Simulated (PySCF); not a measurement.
How methods differ on the fine-structure interval of Lu⁴⁰⁺

Lu⁴⁰⁺ [Ar] 3d10 4s2 4p1 [4p1/2^1, M_J = 1/2] → Lu⁴⁰⁺ [Ar] 3d10 4s2 4p1 [4p3/2^1, M_J = 3/2], as a difference of total energies. Calculation: PySCF 2.14, in an even-tempered Gaussian basis (16 s from 4.8 bohr⁻², ratio 2.8; 13 p from 6.2 bohr⁻², ratio 2.8; 8 d from 11 bohr⁻², ratio 2.8; 4 f from 27 bohr⁻², ratio 3); the two-component X2C-1e Hamiltonian. Correlated levels: [Ne] frozen; the 72 highest virtual spinors dropped. "Screened" scales the spin-orbit matrix elements by Boettger's factors to mimic the two-electron term; Breit and QED terms are absent.

```csv
method,fine-structure interval (cm⁻¹)
GHF (screened spin-orbit),635280
GMP2 (screened spin-orbit),632840
GHF (bare spin-orbit),655490
```
